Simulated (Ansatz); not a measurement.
Born–Oppenheimer molecular dynamics of a periodic cell of 12 atoms, O (packed as 6 O2, density as packed 1.41 g/cm³ with natural masses). It starts from a partly relaxed structure (largest force component 0.29 eV/Å).

Theory: DFT PBE-D3(BJ), scalar-relativistic, plane waves, PAW in Ansatz. Settings: cutoff 420 eV, k mesh 1x1x1, fermi-dirac smearing 0.02 eV, spin collinear.

- ensemble: NVT, Langevin thermostat
- time step: 1.5 fs
- steps asked: 150
- set temperature: 350 K
- friction: 0.02 /fs
- seed: 201699

First frame:

```xyz
12
Lattice="6.0876 0.0000 0.0000 0.0000 6.0876 0.0000 0.0000 0.0000 6.0876" Properties=species:S:1:pos:R:3
O 1.916 1.399 2.588
O 1.927 1.095 1.404
O 4.632 2.464 1.296
O 3.934 3.277 0.712
O 4.788 1.628 4.316
O 5.689 0.969 4.804
O 3.591 4.925 4.307
O 3.011 4.293 3.442
O 1.172 4.595 5.970
O 0.746 3.604 5.401
O 6.119 4.883 2.574
O 5.416 5.691 1.994
```

Q: What does the run give?

A: All steps were run.

```json
{
  "steps done": "150",
  "time covered": "225 fs",
  "mean temperature over the second half": "312 K",
  "spread of the potential energy over the second half": "4.6 meV per atom",
  "mean potential energy of the second half above the start": "26.4 meV per atom"
}
```

The mean temperature of the second half is 11 % below the set value. A run of 0.23 ps of so small a system gives no equilibrium averages. Limits of this set-up: coarse k mesh.

Q: What happens to the structure?

A: Mean squared displacements from the first frame to the last, about the centre of mass: O 0.20 Å². The details hang on the random start.

Q: How do temperature and energy run in time?

A: 
```csv
time (fs),T (K),potential energy less start (eV)
0.0,321,0.000
10.5,346,0.039
21.0,357,0.084
31.5,268,0.154
42.0,254,0.181
52.5,208,0.219
63.0,257,0.283
73.5,339,0.290
84.0,359,0.241
94.5,285,0.260
105.0,302,0.248
115.5,241,0.285
126.0,274,0.343
136.5,305,0.347
147.0,327,0.304
157.5,292,0.311
168.0,249,0.376
178.5,343,0.440
189.0,440,0.433
199.5,356,0.366
210.0,232,0.382
220.5,184,0.414
```

Run time: 17 min on 1 thread of AMD EPYC 7571, with other jobs on the host, peak memory 0.45 GiB.
